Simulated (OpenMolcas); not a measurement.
## Computed levels of P+

```json
{"Program": "OpenMolcas 26.06", "Method": "CASSCF", "Basis": "ANO-RCC-VQZP [6s5p3d2f1g]", "Scalar Hamiltonian": "DKH2, point nucleus", "Active space": "2 electrons in 3 orbitals (3p)", "State averaging": "2S+1 = 3 even, 3 roots; 2S+1 = 1 even, 6 roots", "Spin-orbit coupling": "RASSI with atomic mean-field integrals over the reference wave functions, term energies averaged over their components"}
```

Spin-free terms above the lowest, with the occupations of the reference:

```csv
Configuration,Term,E (cm⁻¹),Occupations
3s² 3p²,³P,0.0,3p 2.00
3s² 3p²,¹D,11324,3p 2.00
3s² 3p²,¹S,28041,3p 2.00
```

With spin-orbit coupling, above the lowest level:

```tsv
Configuration	Term	J	E (cm⁻¹)	Measured (cm⁻¹)	g	Term weight %
3s² 3p²	³P	0	0.0	0.0		100
3s² 3p²	³P	1	144	165	1.501	100
3s² 3p²	³P	2	419	469	1.501	100
3s² 3p²	¹D	2	11611	8882	1.000	100
3s² 3p²	¹S	0	28329	21576		100
```

Against the 4 measured excited levels shown (NIST Handbook of Basic Atomic Spectroscopic Data) the mean absolute deviation is 2400 cm-1; the largest miss in energy is 3s² 3p² ¹S₀: computed 28329, measured 21576 cm⁻¹ (+31.3 %).

Spin-orbit coupling puts the lowest level 283 cm⁻¹ below the lowest spin-free term.

For ³P the intervals divided by the larger J are 144.3, 137.3 cm-1. Landé's interval rule makes them equal in pure LS coupling; they differ by 5 % of their mean. The multiplet is regular.

Without dynamic correlation excited terms often stand tens of per cent too high (terms of higher spin than the ground term too low), and those without a measured partner can miss by more than the paired ones. With the s shell closed, the reference lacks s² → p² mixing. Measured partners are found by configuration, term and J. A level has none where our copy of the source lacks it or the pairing is in doubt (some pairs that miss far off the trend of their configuration count as doubtful), and it then counts in no deviation. Only configurations of the active space appear.

The RASSCF and RASSI steps took 2.9 s on 1 thread of Arm Neoverse V1, with other jobs on the host; the integral step is not counted.

The term weight is that of the spin-free term in the level, not the purity of its configuration.
